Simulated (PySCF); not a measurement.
Al(Br)(OMe)(NH2) (CH5AlBrNO), SMILES C[O][Al]([NH2])[Br]. Atoms are numbered in the order given.

```xyz
10

Al    -0.6664     0.5390     0.0000
Br     0.4343    -1.4298     0.0000
O      0.1983     1.9870     0.0000
C      1.5202     2.4133     0.0000
H      1.7288     3.0333     0.8899
H      2.2408     1.5745     0.0000
H      1.7288     3.0333    -0.8899
N     -2.4214     0.5561     0.0000
H     -3.0045    -0.2717     0.0000
H     -2.9875     1.3963     0.0000
```

Geometry optimised at PBE0-D3(BJ)/def2-SVP. The structure was generated by enumeration; whether it is a known compound was not checked. The values are those of a single conformer.

All values below come from HF/def2-TZVP (PySCF).

ESP charges are fitted to the potential on shells at 1.4 to 2.0 van der Waals radii. Atomic charges (e):

```tsv
atom	Löwdin	meta-Löwdin	Mulliken	ESP fit
Al1	-0.30	1.17	0.89	1.14
Br2	0.25	-0.37	-0.35	-0.33
O3	0.03	-0.72	-0.49	-0.45
C4	-0.33	-0.01	-0.09	-0.20
H5	0.10	0.09	0.10	0.11
H6	0.10	0.08	0.10	0.06
H7	0.10	0.09	0.10	0.11
N8	-0.27	-0.80	-0.76	-1.34
H9	0.17	0.24	0.26	0.43
H10	0.17	0.24	0.26	0.46
```
